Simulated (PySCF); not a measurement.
BrF5: one-bond stretch

All numbers come from PBE0 in PySCF with Br def2-SVP, F def2-SVP; no relativity; density-fitted integrals.

Rigid scan from the singlet minimum (Br–F 1.732 Å, Br–F 1.777 Å (×4); F–Br–F 84.6° (×4), F–Br–F 89.5° (×4), F–Br–F 169.3° (×2)). Coordinate: the bond from Br to the last atom (F) scaled, the rest fixed. Energies in kJ/mol from the minimum.

(1) Predict the curve at 0.92, 0.96, 1.00, 1.05, 1.12, 1.20, 1.35, 1.55, 1.80, 2.20.

## Answers

(1) 
```tsv
scale of one bond	E (kJ/mol)	dipole size (D)
0.92	29.7	1.81
0.96	6.6	1.66
1.00	0.0	1.61
1.05	7.8	1.70
1.12	37.0	2.00
1.20	83.2	2.43
1.35	177.2	3.16
1.55	285.3	–
1.80	380.5	–
2.20	461.9	–
```

At long bonds a restricted determinant can lie too high, and another spin state can fall below this curve.

Other isomers or separated fragments may lie lower.
